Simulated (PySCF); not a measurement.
# SrBr at UHF

Computed with UHF; PySCF, scalar-relativistic core potentials, basis sets Sr def2-SVP with ECP28, Br def2-SVP.

For SrBr, the state is ²Σ⁺ (doublet), unpaired electrons σ ↑, the bond length is 2.839 Å and the harmonic wavenumber is 210 cm⁻¹. The force constant is 1.08 mdyn/Å. The rotational constant Be is 0.05031 cm⁻¹. The anharmonicity ωexe is 0.448 cm⁻¹. The vibration–rotation constant αe is 0.000156 cm⁻¹ and the well depth De to Sr + Br is 323 kJ/mol. The dissociation energy D0 is 322 kJ/mol. The bond order (Mayer) is 0.80. The dipole moment (positive dipole means Sr(−)Br(+)) is -5.05 D.

Spin–orbit coupling is left out. Hartree–Fock leaves out correlation, which carries a large part of most bond energies and some tenths to 1 eV of ionisation energies. The state is the lowest determinant that a PBE0 search found; another state may lie lower at other levels.
